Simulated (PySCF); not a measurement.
Compound: HgMe2, C2H6Hg (singlet state).
Cartesian coordinates in Å at the PBE0-D3(BJ)/def2-SVP level; atoms count from 1:
```xyz
9
C2H6Hg angstrom
Hg     0.014   -0.010   -0.003
C      0.005   -0.032    2.101
H     -0.456    0.885    2.497
H      1.031   -0.099    2.496
H     -0.565   -0.895    2.480
C      0.025    0.016   -2.106
H     -1.003    0.000   -2.503
H      0.560   -0.859   -2.506
H      0.522    0.924   -2.481
```

Theory: PySCF, PBE0-D3(BJ)/def2-SVP geometry optimisation, gas phase, def2 core potentials past Kr.

(1) Which atoms are bound to Hg1, and at what distances?

(2) What is the shape at Hg1?

(3) What are the other bond lengths?

Answers

(1) 2 atoms: C6 2.103 Å, C2 2.104 Å. The nearest atom not counted as bound is H9, at 2.70 Å (others tie with it).

(2) Linear: angle 179.9°.

(3) C2–H3 and 5 like bonds 1.101 Å.

Point group: near D3d, missed by 0.09 Å at most; the miss may be what the optimiser left on a soft mode (D3 holds within 0.08 Å). Charge 0, singlet. Stationary, but not proved a minimum.
